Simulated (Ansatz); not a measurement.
BiH2(OMe) (CH5BiO), relaxed as a singlet with RKS r2SCAN-D4/def2-TZVP in Ansatz, starting from the GFN2-xTB geometry. Force threshold 0.02 eV/Å.

In the def2 sets Bi takes a core potential; there is no spin–orbit coupling.

Start:

```xyz
8

Bi   -0.9623    1.4406   -0.3113
H    -2.6242    0.8555   -0.1692
H    -1.1294    2.0973    1.3239
O    -0.1693   -0.4207    0.4334
C     0.9809   -0.8826   -0.1979
H     0.8268   -1.0772   -1.2698
H     1.2499   -1.8248    0.2856
H     1.8277   -0.1880   -0.0946
```

Estimate the energy that the relaxation releases and the steps that it takes.

0.05 eV, in 5 steps; 8 s on 4 threads of Arm Neoverse V1 on a shared host. No frequencies were taken in this run, so the end may be a saddle point.

Does the start keep its bonding?

By distances, no bond broke or formed. The bond that changes most is Bi1–O4, from 2.16 to 2.09 Å (atoms count from 1).

Predict the relaxed structure.


```csv
atom,x (Å),y (Å),z (Å)
Bi1,-0.948,1.408,-0.303
H2,-2.647,0.835,-0.185
H3,-1.103,2.120,1.342
O4,-0.196,-0.401,0.430
C5,0.977,-0.875,-0.200
H6,0.838,-1.076,-1.274
H7,1.247,-1.820,0.281
H8,1.832,-0.190,-0.091
```
Bond lengths: 1 × C–O 1.41 Å; 1 × Bi–O 2.09 Å; 3 × C–H 1.09 to 1.10 Å; 2 × Bi–H 1.80 Å.
